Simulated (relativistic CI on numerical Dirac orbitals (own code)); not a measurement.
What each ingredient does to the levels of Nb¹⁴⁺

Base calculation: Dirac-Coulomb-Breit CI, KLI orbitals optimised for each configuration, model QED (radiative potential, 1s self-energy scaled to tabulated hydrogen-like ionisation energies), unscaled Slater integrals.

CI space (outside the closed core [Ne]): 3s2.3p6.3d9, 3s2.3p5.3d10, 3s.3p6.3d10, 3s2.3p6.3d8.4s, 3s2.3p6.3d8.4p, 3s2.3p6.3d8.4d, 3s2.3p6.3d7.4s2, 3s2.3p6.3d8.4f, 3s2.3p6.3d7.4s.4p, 3s2.3p6.3d8.5s, 3s2.3p5.3d9.4s, 3s2.3p6.3d7.4p2, 3s2.3p6.3d8.5p, 3s2.3p6.3d7.4s.4d, 3s2.3p4.3d10.4s, 3s2.3p6.3d8.5d, 3s2.3p5.3d9.4p, 3s2.3p6.3d7.4p.4d, 3s2.3p4.3d10.4p, 3s2.3p6.3d8.5f, 3s2.3p6.3d8.5g, 3s2.3p6.3d8.6s, 3s2.3p5.3d8.4s2, 3s2.3p6.3d8.6p, 3s2.3p6.3d7.4d2, 3s2.3p5.3d9.4d, 3s2.3p6.3d8.6d, 3s2.3p4.3d10.4d, 3s2.3p5.3d8.4s.4p, 3s.3p6.3d9.4s, 3s.3p5.3d10.4s, 3s2.3p5.3d8.4p2, 3s.3p5.3d10.4p, 3s.3p6.3d9.4p, 3s2.3p5.3d8.4s.4d, 3s2.3p5.3d9.4f. Levels of other configurations are missing.

Variants: (1) configuration mixing switched off; (2) one mean potential for all configurations. Shifts of the energy above 3s2.3p6.3d9 2D_5/2, in cm⁻¹, for the lowest level and the first level of each name with at least 55 % of one term (blank where a level changes its place among those of its configuration and J or its character, or is not in the variant):

| Level | Base | Δ(1) | Δ(2) |
| --- | --- | --- | --- |
| 3s2.3p6.3d9 2D_5/2 | 0 | 0 | 0 |
| 3s2.3p6.3d9 2D_3/2 | 23301 | -11 | +24 |
| 3s2.3p5.3d10 2P°_3/2 | 1283484 | +4790 | +534 |
| 3s2.3p5.3d10 2P°_1/2 | 1412450 | +5981 | +504 |
| 3s2.3p6.3d8.4s 4F_9/2 | 1636716 | -2560 | +8244 |
| 3s2.3p6.3d8.4s 4F_7/2 | 1645105 | -2573 | +8373 |
| 3s2.3p6.3d8.4s 4F_5/2 | 1659658 | -2259 | +8477 |
| 3s2.3p6.3d8.4s 4F_3/2 | 1663336 | -1404 | +8401 |
| 3s2.3p6.3d8.4s 2F_7/2 | 1663500 | -2661 | +8612 |
| 3s2.3p6.3d8.4s 4P_1/2 | 1701954 | +1790 | +8226 |
| 3s2.3p6.3d8.4s 4P_3/2 | 1704438 | +1343 | +8369 |
| 3s2.3p6.3d8.4s 2D_5/2 | 1711206 | +1361 | +8611 |
| 3s2.3p6.3d8.4s 2P_1/2 | 1717239 | +901 | +8509 |
| 3s2.3p6.3d8.4s 2P_3/2 | 1717664 | +1054 | +8613 |
| 3s2.3p6.3d8.4s 2G_9/2 | 1721505 | -2509 | +8207 |
| 3s2.3p6.3d8.4s 2G_7/2 | 1721723 | -2455 | +8219 |
| 3s2.3p6.3d8.4s 2S_1/2 | 1806965 | +11940 | +7977 |
| 3s2.3p6.3d8.4p 4D°_7/2 | 1865883 | -1378 | +8963 |
| 3s2.3p6.3d8.4p 4D°_5/2 | 1887731 | -1042 | +9139 |
| 3s2.3p6.3d8.4p 4G°_7/2 | 1892280 | -3074 | +9240 |
| 3s2.3p6.3d8.4p 4G°_11/2 | 1899748 | -3344 | +9166 |
| 3s2.3p6.3d8.4p 4D°_3/2 | 1906430 | +508 | +9182 |

At this charge energies of transitions that change n are usually good to better than 1 %, and those within a shell (Δn = 0) to a few per cent.

Ionisation energy from the two ground configurations alone: base 529.227 eV. The NIST ASD value (theoretical) is 530 eV.

LS names give the leading component of a level, which can be under half, so a name can repeat, a term be missing and a line seem to break the LS rules.
